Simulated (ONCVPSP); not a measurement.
**Plane-wave convergence, ONCV potential for Rb**

| Item | Value |
| --- | --- |
| Element | Rb (Z = 37) |
| Generator | ONCVPSP 4.0.1 |
| Type | optimised norm-conserving Vanderbilt (ONCV) |
| Functional | PBE |
| Relativity | scalar-relativistic |
| Frozen core | [Ar] 3d10 |
| Valence charge | 9 |
| Reference configuration | 4s2 4p6 5s1 |
| Partial waves | 4s+5s: rc 2.55 bohr, ncon 4, nbas 7, qcut 5.4 1/bohr, 2 projectors; 4p: rc 2.35 bohr, ncon 4, nbas 7, qcut 7.3 1/bohr, 3 projectors, debl 1 Ha; d scattering state at 0.42 Ha: rc 2.65 bohr, ncon 4, nbas 8, qcut 3.6 1/bohr, 2 projectors, debl 2.9 Ha |
| Local potential | polynomial inside 2.25 bohr (lpopt 3, dvloc0 0 Ha) |
| Core correction | Teter function fitted to the true core (icmod 2), fcfact 0.4 |

Problem. For each optimised wave give the share of its norm inside rc, the residual kinetic energy above qcut (Ha) and the cutoffs (Ha) for errors of 10, 1, 0.1 and 0.01 mHa per electron.

Solution.

```json
{"wave": "4s", "norm inside rc": "0.964", "residual KE": "8.1e-08", "10 mHa": "2.8", "1 mHa": "7.6", "0.1 mHa": "9.9", "0.01 mHa": "11.5"}
{"wave": "5s", "norm inside rc": "0.048", "residual KE": "8.0e-08", "10 mHa": "1.6", "1 mHa": "5.7", "0.1 mHa": "9.1", "0.01 mHa": "11.2"}
{"wave": "4p", "norm inside rc": "0.842", "residual KE": "1.2e-08", "10 mHa": "4.8", "1 mHa": "8.4", "0.1 mHa": "15.3", "0.01 mHa": "19.0"}
{"wave": "p projector 2", "norm inside rc": "0.162", "residual KE": "9.0e-09", "10 mHa": "4.6", "1 mHa": "9.2", "0.1 mHa": "15.6", "0.01 mHa": "19.4"}
{"wave": "p projector 3", "norm inside rc": "0.168", "residual KE": "4.0e-08", "10 mHa": "5.2", "1 mHa": "12.6", "0.1 mHa": "17.3", "0.01 mHa": "20.9"}
{"wave": "d projector 1", "norm inside rc": "0.281", "residual KE": "1.5e-03", "10 mHa": "4.9", "1 mHa": "7.3", "0.1 mHa": "28.6", "0.01 mHa": "34.4"}
{"wave": "d projector 2", "norm inside rc": "0.212", "residual KE": "1.0e-01", "10 mHa": "9.6", "1 mHa": "37.1", "0.1 mHa": "44.0", "0.01 mHa": "53.3"}
```

The occupied waves need 8.4 Ha and 15 Ha for 1 and 0.1 mHa. The cutoffs count occupied waves only; projector 2 of the d channel, the hardest unoccupied one, needs 37 Ha at the loose tolerance.
